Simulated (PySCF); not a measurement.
## Where the electron goes

C₆H₁₅PSi.
Atom-mapped SMILES: `[CH2:1]=[C:2]([CH3:3])[P:4]([CH2:5][CH3:6])[CH2:7][SiH3:8]` (hydrogens: H9, H10 on C1; H11, H12, H13 on C3; H14, H15 on C5; H16, H17, H18 on C6; H19, H20 on C7; H21, H22, H23 on Si8)

Geometry (PBE0-D3(BJ)/def2-SVP, Å), atoms numbered from 1 in this order:
```xyz
23
C6H15PSi angstrom
C     -2.171   -0.738    1.384
C     -1.339   -0.460    0.370
C     -1.793   -0.408   -1.057
P      0.416   -0.110    0.826
C      0.610    1.598    0.106
C     -0.219    2.635    0.847
C      1.337   -1.083   -0.462
Si     3.207   -1.045   -0.220
H     -3.235   -0.936    1.213
H     -1.811   -0.775    2.416
H     -1.599    0.580   -1.506
H     -2.871   -0.613   -1.142
H     -1.258   -1.146   -1.675
H      0.367    1.590   -0.971
H      1.684    1.839    0.181
H     -1.296    2.412    0.778
H     -0.058    3.643    0.434
H      0.041    2.663    1.916
H      1.087   -0.762   -1.489
H      1.025   -2.137   -0.362
H      3.573   -1.652    1.095
H      3.878   -1.817   -1.312
H      3.728    0.356   -0.256
```

Theory: TDDFT CAM-B3LYP/def2-SVPD, vertical, gas phase, core orbitals frozen in the response (PySCF 2.14.0, density-fitted response routines).

Kohn–Sham orbitals with the atoms that hold most of them (Löwdin shares over 4%, at most four atoms; ? is withheld):

| orbital | ε (eV) | atoms |
| --- | --- | --- |
| HOMO-3 | -10.28 | C7 17%, P4 14%, Si8 12%, C5 10% |
| HOMO-2 | -9.87 | C2 16%, P4 16%, C7 15%, C5 11% |
| HOMO-1 | -8.83 | C1 34%, C2 32%, C3 7%, P4 5% |
| HOMO | ? | ? |
| LUMO | 0.92 | ? |
| LUMO+1 | 1.13 | Si8 21%, C3 10%, C7 9%, H19 7% |
| LUMO+2 | 1.44 | C6 14%, Si8 13%, C1 6%, P4 6% |

(1) Which atoms hold the HOMO, and with what shares?

(2) Which atoms hold the LUMO, and with what shares?

(3) What is the HOMO energy, and the HOMO–LUMO gap?

## Answers

(1) P4 (bonded to 3 C) 57%; C5 (bonded to C, P and 2 H) 10%; C7 (bonded to P, Si and 2 H) 9%; C2 (bonded to 2 C and P) 9%. By element: phosphorus 57%, carbon 28% or more.

(2) C1 (bonded to C and 2 H) 31%; C2 (bonded to 2 C and P) 27%; H9 (bonded to C) 7%; P4 (bonded to 3 C) 6%. By element: carbon 58% or more, hydrogen 7% or more, phosphorus 6%.

(3) ε(HOMO) = -7.81 eV; the gap is 8.73 eV (0.3209 hartree).

**Question.** How does S1 compare with the orbital gap of 8.73 eV?

**Answer.** S1 is at 5.38 eV (f = 0.0078), 3.35 eV below the gap, made of HOMO→LUMO (95%). 

**Question.** One configuration dominates each of S1, S5 and S7. Which, and how do the shares of the two leading atoms of either orbital change from the occupied to the empty one?

**Answer.** 
- S1 (5.38 eV, f 0.0078), HOMO→LUMO (95%): P4 57% → 6%, C5 10% → at most 6%, C1 at most 9% → 31%, C2 9% → 27%
- S5 (6.98 eV, f 0.341), HOMO-1→LUMO (72%): C1 34% → 31%, C2 32% → 27%
- S7 (7.19 eV, f 0.049), HOMO-2→LUMO (73%): C2 16% → 27%, P4 16% → 6%, C1 at most 11% → 31%

One conformer stands for the species.
